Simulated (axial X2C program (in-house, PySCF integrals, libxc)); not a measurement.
## Testing model relations on I₂

A bond curve at the CCSD level, two-component, was computed with an in-house all-electron X2C program for linear molecules (integrals from PySCF) (basis I dyall-cv3z [11s12p8d4f1g] (cores contracted in-house)) for the state Ω = 0 (closed shell). Its fit gives Re = 2.6992 Å, ωe = 211.7 cm⁻¹, ωexe = 0.528 cm⁻¹ and αe = 1.048e-04 cm⁻¹; the masses are 126.9045 and 126.9045 u. Two-component means X2C with spin–orbit coupling and atomic mean-field Coulomb and Gaunt terms.

Correlated methods: 14 electrons correlated (number of frozen shells: I 4 s, 3 p, 2 d), 294 virtual spin orbitals or spinors in MP2, 90 natural virtuals in coupled cluster.

Q: Find the reduced mass, Be and the force constant.

A: From the CCSD values: μ = 63.4522 u. Be = 16.8576/(μ Re²) = 0.03647 cm⁻¹. k = 5.8918×10⁻⁷ μ ωe² = 1.68 mdyn/Å.

Q: Give B0 and the most populated J at 300 K (kT = 208.5 cm⁻¹).

A: B0 = Be − αe/2 = 0.03641 cm⁻¹; J(max) ≈ √(kT/2B0) − 1/2 = 53.0, so J = 53, nuclear-spin weights apart.

Q: A Morse curve ties αe to the other constants (Pekeris). How well does that hold?

A: αe(Morse) = 6Be²/ωe × (√(ωexe/Be) − 1) = 1.057e-04 cm⁻¹; the CCSD curve gives 1.048e-04 cm⁻¹, a ratio of 1.01.

Q: Estimate the centrifugal constant by the Kratzer relation.

A: D = 4Be³/ωe² = 4.33e-09 cm⁻¹.

Q: Where do the fundamental and the first overtone lie?

A: ν(1←0) = ωe − 2ωexe = 210.6 cm⁻¹; ν(2←0) = 2ωe − 6ωexe = 420.2 cm⁻¹.

The state is a single determinant with fixed occupations, the lowest that a limited PBE0 search found. CCSD ran in a truncated set of natural virtual spinors with an MP2 remainder; without triples it tends to underbind.
